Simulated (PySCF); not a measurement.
# Löwdin shares of the frontier orbitals

Compound: C5H7FO2Si.
Cartesian coordinates in Å at the GFN2-xTB level; atoms count from 1:
```
atom  x, y, z in Å
C1    -2.7713   -0.2832   -0.2391
O2    -1.5588   -0.8017   -0.7175
C3    -0.3940   -0.2676   -0.2414
C4    -0.3082    0.7289    0.6576
O5     0.8481    1.2417    1.1154
Si6    2.3730    0.7970    0.7028
C7     2.0606   -0.5698   -0.5264
C8     0.7944   -0.8882   -0.8078
F9     0.5320   -1.8733   -1.6943
H10   -3.5504   -0.8501   -0.7456
H11   -2.8769    0.7792   -0.4820
H12   -2.8664   -0.4191    0.8431
H13   -1.1728    1.2072    1.0933
H14    3.0145    1.9786    0.1239
H15    3.0278    0.3495    1.9329
H16    2.8410   -1.1203   -1.0264
```

Theory: TDDFT wB97X-D/def2-SVPD, vertical, gas phase, core orbitals frozen in the response in PySCF.

Kohn–Sham orbitals with the atoms that hold most of them (Löwdin shares over 4%, at most four atoms; ? is withheld):

```
orbital  ε (eV)                              atoms
 LUMO+2    2.13      Si6 32%, C1 12%, C7 7%, C8 5%
 LUMO+1    1.89  Si6 36%, O5 14%, H15 11%, H14 11%
   LUMO       ?     C8 22%, C7 22%, C4 16%, C3 11%
   HOMO   -7.88                                  ?
 HOMO-1  -10.03                                  ?
 HOMO-2  -10.99    O5 31%, C7 16%, O2 11%, Si6 10%
 HOMO-3  -11.60  O5 19%, Si6 19%, H15 12%, H14 12%
```

(1) Give the leading atoms of the HOMO-1.

(2) Give the leading atoms of the HOMO.

(3) What is the LUMO energy, and the HOMO–LUMO gap?

## Answers

(1) C7 (bonded to C, Si and H) 24%; C8 (bonded to 2 C and F) 23%; O2 (bonded to 2 C) 18%; F9 (bonded to C) 11%. By element: carbon 47% or more, oxygen 18% or more, fluorine 11%.

(2) C4 (bonded to C, O and H) 22%; C3 (bonded to 2 C and O) 18%; O2 (bonded to 2 C) 15%; O5 (bonded to C and Si) 14%. By element: carbon 39% or more, oxygen 29%.

(3) ε(LUMO) = 0.66 eV; the gap is 8.55 eV (0.3141 hartree).

How does S1 compare with the orbital gap of 8.55 eV?

S1 is at 4.44 eV (f = 0.085), 4.10 eV below the gap, made of HOMO→LUMO (98%). 

One configuration dominates each of S1, S2, S5 and S6. Which, and how do the shares of the two leading atoms of either orbital change from the occupied to the empty one?

- S1 (4.44 eV, f 0.085), HOMO→LUMO (98%): C4 22% → 16%, C3 18% → 11%, C8 at most 15% → 22%, C7 at most 15% → 22%
- S2 (5.53 eV, f 0.0029), HOMO→LUMO+1 (92%): C4 22% → at most 12%, C3 18% → at most 12%, Si6 at most 15% → 36%, O5 14% → 14%
- S5 (6.58 eV, f 0.152), HOMO-1→LUMO (92%): C7 24% → 22%, C8 23% → 22%
- S6 (6.71 eV, f 0.0009), HOMO-2→LUMO (94%): O5 31% → at most 11%, C7 16% → 22%, C8 at most 10% → 22%

One conformer stands for the species.
